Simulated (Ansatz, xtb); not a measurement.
**Relative energy of two structures of FPSi2**

We compare a, a singlet given by its coordinates, with b, a singlet given by its coordinates. Both are isolated molecules in the gas phase, relaxed with PBE0-D3(BJ)/def2-SVP.

a (Å):

```xyz
4

F    -0.2371   -0.6721    0.6040
P     1.2665    0.6812   -2.1190
Si    0.3030   -0.7237   -0.9168
Si    0.7996   -1.4240   -2.9745
```

Close contacts (Å): F1–Si3 1.61, P2–Si3 2.09, P2–Si4 2.32, Si3–Si4 2.23.

b (Å):

```xyz
4

F    -0.6810    0.3552   -0.7337
P     1.4713   -1.4789   -2.1897
Si   -0.6490   -1.1706   -1.4159
Si    2.0114    0.1596   -1.0462
```

Close contacts (Å): F1–Si3 1.67, P2–Si3 2.28, P2–Si4 2.07.

Energies in hartree; the thermal terms are from PBE0-D3(BJ)/def2-SVP harmonic frequencies (ideal gas, rigid rotor, one conformer each, 600 K, 1 atm) and include the zero-point energy:

|  | a | b |
| --- | --- | --- |
| E, CCSD(T)/def2-TZVPP | −1018.760002 | −1018.747627 |
| zero-point energy | 0.006274 | 0.004952 |
| H(600 K) − E | 0.020471 | 0.020082 |
| G(600 K) − E | −0.061612 | −0.067514 |

Work out ΔE, ΔE₀, ΔH and ΔG for a → b in kcal/mol (1 Eh = 627.51 kcal/mol) and the equilibrium ratio [b]/[a].

1. ΔE = −1018.747627 − (−1018.760002) = +0.012375 Eh = +7.77 kcal/mol.
2. ΔE₀ = ΔE + ΔZPE = +0.012375 + (−0.001322) Eh = +6.94 kcal/mol.
3. ΔH = ΔE + (−0.000389) Eh = +7.52 kcal/mol.
4. ΔG = ΔE + (−0.005902) Eh = +4.06 kcal/mol, so ΔS = (ΔH − ΔG)/T = +24.1 J/(mol K).
5. kT = 1.9001 mEh, so K = [b]/[a] = exp(−ΔG/kT) = exp(−3.41) ≈ 0.033.

Structure a is favoured at this temperature. An error of 1 kcal/mol in ΔG would change K by a factor of 2.3. Large T1 diagnostics make the coupled-cluster value less sure. Mirror images and further conformers aren't counted.

Other levels gave ΔE = +8.2 (PBE0-D3(BJ)/def2-SVP); +5.1 (HF/def2-TZVPP); +10.4 (MP2/def2-TZVPP) kcal/mol. The correlated steps freeze 16 core orbitals. Programs: Ansatz 0.2.0.
